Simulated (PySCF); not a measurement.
Bond length, frequency and bond energy of RbN by level of theory

State: ³Σ⁻ (triplet), unpaired electrons π ↑↑. Set-up: Rb def2-SVPD with ECP28, N def2-SVPD; scalar-relativistic core potentials (PySCF 2.14). De refers to Rb + N in their high-spin ground configurations, without counterpoise correction. The functionals are run spin-unrestricted. A positive dipole means Rb(−)N(+). Levels whose curve was spin-contaminated or gave no clean fit are not listed.

| Level | Re (Å) | ωe (cm⁻¹) | De (eV) | μ (D) | CPU s a point (SCF and correlation, without the integrals) |
| --- | --- | --- | --- | --- | --- |
| ROHF | 2.679 | 336 | -1.03 | -10.21 | 0.79 |
| ROHF-MP2 | 2.677 | 327 | 0.084 | n/a | 1 |
| ROHF-SCS-MP2 | 2.684 | 323 | 0.139 | n/a | n/a |
| ROHF-CCSD | 2.752 | 255 | 0.193 | n/a | n/a |
| ROHF-CCSD(T) | 2.797 | 221 | 0.313 | n/a | 11 |

Question: What does second-order correlation do here, going from ROHF to ROHF-MP2?

Answer: ROHF-MP2 less ROHF: -0.2 pm in Re, -2.7 % in ωe, +1.11 eV in De. Correlation nearly always deepens the well. The bond shortens, as in weak, metallic or heavy-atom bonds, where dispersion and the correlation of outer-core electrons pull the atoms together.

Question: What does the triples do here, going from ROHF-CCSD to ROHF-CCSD(T)?

Answer: ROHF-CCSD(T) less ROHF-CCSD: +4.5 pm in Re, -13.3 % in ωe, +0.12 eV in De. Correlation nearly always deepens the well. The bond lengthens, as in strong covalent bonds, where excitations into antibonding orbitals dominate.

Question: What does all correlation do here, going from ROHF to ROHF-CCSD(T)?

Answer: ROHF-CCSD(T) less ROHF: +11.8 pm in Re, -34.2 % in ωe, +1.34 eV in De. Correlation nearly always deepens the well. The bond lengthens, as in strong covalent bonds, where excitations into antibonding orbitals dominate.

Correlated steps freeze 1 core orbital. The bond is weak. Basis-set superposition, not corrected here, can be much of De in a small basis, most of all at correlated wavefunction levels. Spin–orbit coupling is left out. The CCSD T1 diagnostic is raised, a sign that a single reference may not be enough here. UHF is strongly spin-contaminated for RbN, so the ROHF reference used there is far from stable. A negative De means that the minimum lies above the separated atoms at that level. The state was picked by a PBE0 search and need not be the measured ground state.

The whole job (state search and all levels along the bond) took about 2.8 min on 1 thread of Arm Neoverse V1 (shared host), peak memory 0.61 GiB.
